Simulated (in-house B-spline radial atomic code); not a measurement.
PBE excitations of the oxygen ion O⁴⁺

Method: PBE. Computed with a B-spline radial code for spherical atoms: linear response of the closed shell [He] 2s2 with the functional's adiabatic kernel; scalar-relativistic (spin-free one-electron X2C), finite nucleus, no spin-orbit coupling, no double excitations, S, P, D and F terms only.

Command:
```bash
python run_td.py task.json out
```
Settings (radii: box in bohr, nucleus in fm):
```
Z                        8
electrons                4
configuration            [He] 2s2
hamiltonian              x2c
method                   pbe,pbe
box_radius               19.1
rms_radius               2.6991
intervals                73
```

Run time, properties included: 0.2 s on 1 thread of Intel(R) Xeon(R) Platinum 8488C (Sapphire Rapids), on a shared host.

The lowest states, in the order of their Tamm-Dancoff energies; the method's threshold (minus the highest occupied level) is 102.72 eV. Labels give the largest channel, * marks a mixed state, and oscillator strengths are full-response dipole values. Semilocal kernels can invert the small singlet-triplet splittings of Rydberg terms. Energies in eV:

| state | full response | Tamm-Dancoff | oscillator strength |
| --- | --- | --- | --- |
| 2s → 2p 3P | 7.943 | 9.098 | - |
| 2s → 2p 1P | 18.458 | 19.439 | 0.498 |
| 2s → 3s 3S | 65.51 | 65.53 | - |
| 2s → 3s 1S | ? | ? | - |
| 2s → 3p 3P | 69.11 | 69.12 | - |
| 2s → 3p 1P | ? | ? | ? |
| 2s → 3d 3D | 71.15 | 71.20 | - |
| 2s → 3d 1D | 72.50 | 72.50 | - |
| 2s → 4s 3S | 84.63 | 84.63 | - |
| 2s → 4s 1S | 85.12 | 85.13 | - |
| 2s → 4p 3P | 85.97 | 85.98 | - |
| 2s → 4p 1P | 86.12 | 86.12 | 0.101 |
| 2s → 4d 3D | 86.89 | 86.90 | - |
| 2s → 4d 1D | 87.30 | 87.30 | - |
| 2s → 4f 3F | 88.05 | 88.05 | - |
| 2s → 4f 1F | 88.08 | 88.08 | - |

Question: Where does 2s → 3p 1P lie?

Answer: At 69.68 eV in full response, 69.68 eV in Tamm-Dancoff, oscillator strength 0.385.

Question: Where does 2s → 3s 1S lie?

Answer: At 67.37 eV in full response, 67.40 eV in Tamm-Dancoff.

Question: How large is the singlet-triplet splitting of 2s → 2p (P terms) in Tamm-Dancoff?

Answer: 10.3 eV, from the unrounded values.

Question: What polarisabilities and dispersion coefficient does the method give?

Answer: Dipole 1.186 bohr³, quadrupole 0.5119 bohr⁵, C6 0.8108 hartree·bohr⁶ for two such species.
